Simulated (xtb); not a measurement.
A run for xtb: GFN-FF on C2H6BF (SMILES CB(C)F), a point of a torsion scan.

```
$ xtb mol.xyz --gfnff --sp --chrg 0 --uhf 0
10

C     -1.38248576    -0.24928434    -0.14179926
B     -0.04712167     0.41081488     0.38183031
C      1.40046940    -0.00086804    -0.09605939
F     -0.14100564     1.38004734     1.28355075
H     -1.64354066     0.17653635    -1.11035482
H     -1.28307430    -1.32058413    -0.29520922
H     -2.22366348    -0.07047778     0.52275615
H      1.89040798    -0.57960304     0.68679282
H      2.02785827     0.87239412    -0.26210894
H      1.40442350    -0.60592073    -0.99727455
```

Give the final energy of this run.

-1.2719 hartree.
